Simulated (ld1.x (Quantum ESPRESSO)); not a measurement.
Before and after: TM potential for silicon

```json
{
  "Element": "silicon (Si)",
  "Generator": "ld1.x (Quantum ESPRESSO) 7.5",
  "Type": "norm-conserving Troullier–Martins (Kleinman–Bylander form)",
  "Functional": "LDA (PZ)",
  "Relativity": "scalar-relativistic",
  "Frozen core": "[Ne]",
  "Valence charge": "4",
  "Reference configuration": "3s2 3p2",
  "Partial waves": "3s (bound): rc 1.90 bohr; 3p (bound): rc 1.95 bohr; 3d channel at 0.45 Ry: rc 1.85 bohr",
  "Local potential": "all-electron potential smoothed inside 1.75 bohr (lloc = -1)",
  "Core correction": "a·sin(br)/r model core inside 1.20 bohr"
}
```

All-electron outer shells of the reference configuration (LDA (PZ), scalar-relativistic, ld1.x):

```tsv
shell	level (eV)	outermost node (bohr)	outermost maximum (bohr)
2s	-138.73	0.15	0.45
2p	-95.60	–	0.39
3s	-10.88	0.72	1.77
3p	-4.17	0.72	2.14
```

Change: wave 3p (bound): rc 1.95 bohr becomes 3p (bound): rc 2.64 bohr.

Cutoffs: the cutoffs (Ry, on a coarse ladder) from which the occupation-weighted sum of valence levels, in a spherical-Bessel basis at the reference potential, stays within 10 and 1 mRy of its value at 400 Ry; they do not see the model core or the augmentation charge, which bear on the density cutoff. Errors are all-electron minus pseudo energies relative to the spin-unpolarised reference configuration.

Q: What does the change do?

A: The potential gets neither clearly harder nor softer (15 Ry and 35 Ry → 15 Ry and 35 Ry); of the 9 tests that both files solve, the error grows in 1 and shrinks in 7 by more than 15 % and 0.3 meV (median size 6.7 → 5.4 meV); neither file shows a bound ghost.

```csv
quantity,base,changed
"cutoff, loose",15 Ry,15 Ry
"cutoff, tight",35 Ry,35 Ry
bound ghosts,none,none
"error for 3s2 3p1, meV [ΔE 7.83 eV]",+3.6,+3.0
"error for 3s2 3p0, meV [ΔE 23.94 eV]",+27,+21
"error for 3s1 3p0, meV [ΔE 58.09 eV]",+82,+67
"error for 3s1 3p3, meV [ΔE 6.81 eV]",-1.6,0.0
"error for 3s1 3p2, meV [ΔE 15.24 eV]",+4.6,+7.0
"error for 3s2 3p1.5, meV [ΔE 2.96 eV]",+0.5,+0.5
"error for 3s0 3p4, meV [ΔE 13.78 eV]",-7.3,-0.2
"error for 3s2 3p2 (spin-polarised), meV [ΔE -0.61 eV]",+8.1,+6.3
"error for 3s2 3p1 (spin-polarised), meV [ΔE 7.62 eV]",+6.7,+5.4
```
